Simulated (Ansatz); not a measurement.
System: H$_{3}$S$_{2}$ (charge +1, singlet). It need not be the lowest isomer of its formula. SMILES: S[SH2+]
Structure (B3LYP-D3(BJ)/def2-TZVP (Ansatz, an electronic-structure program) minimum search):
```
S
H 1 1.3566
H 1 1.3566 2 94.20
S 1 2.0776 2 101.00 3 -102.08
H 4 1.3496 1 91.36 2 -131.73
```
Charge +1, spin multiplicity 1.

Property: vertical ionisation energy (to the doublet state of charge +2; each state is the SCF solution reached for its spin), in eV. Cores are frozen in the correlated levels unless marked. Open shells are spin-unrestricted. No spin-orbit coupling. No relativistic terms. CBS(X,Y): correlation extrapolated as X^-3; Hartree-Fock from the larger set. [CCSD(T)-MP2]/basis is that difference in the basis named.

Level to compare with: RI-MP2/CBS(aug-cc-pV(T+d)Z,aug-cc-pV(Q+d)Z)+[CCSD(T)-MP2]/aug-cc-pV(T+d)Z (Ansatz), 16.75 eV. It is a level with limits of its own, and the differences hold the functionals' basis error too.

### Question
Rank these functionals by how close they come to RI-MP2/CBS(aug-cc-pV(T+d)Z,aug-cc-pV(Q+d)Z)+[CCSD(T)-MP2]/aug-cc-pV(T+d)Z, closest first: SVWN5/def2-TZVPD (Ansatz); BHLYP/def2-TZVPD (Ansatz); PBE0/def2-TZVPD (Ansatz).

### Answer
SVWN5/def2-TZVPD (LDA, 16.79 eV, difference 0.04), PBE0/def2-TZVPD (global hybrid, 16.58 eV, difference -0.17), BHLYP/def2-TZVPD (global hybrid, 16.45 eV, difference -0.30)
